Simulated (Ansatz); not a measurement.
**Worked example: SiH2(GeH3)(SiH3) → [SiH3]+ + GeH3(SiH2) + e⁻**

Species: SiH2(GeH3)(SiH3), singlet; [SiH3]+ `[SiH3+]`, singlet; GeH3(SiH2), doublet. 

Shapes, held fixed at every level: PBE0-D4/def2-TZVP. Programs: Ansatz 0.2.0. Electronic energies: no zero-point or thermal term.

At CCSD(T)/def2-TZVPP; 1 Eh = 27.2114 eV:

| species | energy (Eh) |
| --- | --- |
| SiH2(GeH3)(SiH3) | -2658.504542 |
| [SiH3]+ | -290.488397 |
| GeH3(SiH2) | -2367.599528 |

Problem. Work out ΔE of the reaction at this level.

Solution. 
1. Products less reactants: (-290.488397) + (-2367.599528) − [(-2658.504542)] = 0.416617 Eh = +11.34 eV.

Other levels give +9.98 (HF/def2-TZVPP) to +11.89 eV (SPW92/def2-TZVPP). No measured value is set beside it here. Open shells run unrestricted. Relativity is left out for Ge. Outer-core shells of Ge are correlated in most correlated rows, in sets that cover them unevenly. The onset seen in experiment also holds zero-point changes and kinetic shifts. The median of the other levels is +11.03 eV.
